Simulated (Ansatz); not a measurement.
Z-matrix (Å, degrees):
```
C
Si 1 1.852
H 1 1.092 2 110.9
H 1 1.092 2 110.3 3 -120.1
H 1 1.093 2 110.1 3 120.0
N 2 1.731 1 109.0 3 61.8
F 2 1.606 1 108.5 3 -62.7
H 2 1.485 1 113.1 3 179.0
H 6 1.020 2 117.8 1 -124.8
```

Total charge 0; spin multiplicity 2.

(1) List the ωB97M-V/def2-TZVPP orbital energies in eV (the Gaussian-basis code of Ansatz). (Estimate.)

## Answers

(1) Computed: α occupied: -1807.82, -677.24, -395.35, -281.23, -148.77, -102.93, -102.87, -102.84, -35.79, -26.36, -22.63, -17.90, -16.03, -15.34, -15.11, -14.17, -13.93, -13.11, -12.50, -11.37, -10.76. α empty: 2.60, 2.71, 2.95, 4.11, 4.25, 4.76, 5.00, 5.29. β occupied: -1807.82, -677.24, -394.88, -281.22, -148.77, -102.94, -102.88, -102.85, -35.80, -25.03, -22.56, -17.78, -15.79, -15.25, -15.10, -14.12, -13.88, -12.80, -11.64, -10.69. β empty: -1.45, 2.70, 2.80, 3.01, 4.15, 4.26, 4.79, 5.06. ⟨S²⟩ = 0.754.
